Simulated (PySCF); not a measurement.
Worked example: oscillator strength and radiative lifetime

Si(H)2(NCO)(OMe) (C2H5NO2Si), SMILES CO[SiH2]N=C=O.

Geometry optimised at B3LYP-D3(BJ)/def2-SVP. One conformer was computed; it need not be the lowest.

TDA-ωB97X/def2-SVPD (PySCF) puts the first singlet state with f over 0.02 at 8.59 eV (vertical), with the transition dipole (0.110, 0.388, 0.000) in atomic units.

Question: Find the oscillator strength, the wavelength and the radiative lifetime that this transition would have in vacuum if emission retraced absorption.

Answer: 
|μ|² = 0.1626 au, so |μ| = 1.03 D. ΔE = 8.59/27.211 = 0.3157 hartree. f = (2/3) ΔE |μ|² = 0.034 (the program prints 0.034).
λ = 1239.84/8.59 = 144 nm; ν = 69283 cm⁻¹.
Einstein's coefficient A = 0.6670 ν² f s⁻¹ (ν in cm⁻¹) = 1.1e8 s⁻¹, so τ = 1/A = 9.1 ns. This state is S8; the lower singlets have f = 0.002, 0.002, 0.001, 0.000, 0.005, 0.000, 0.009. The figure is the radiative limit of this one transition; relaxation, internal conversion, crossing to triplets and a medium change what is measured.
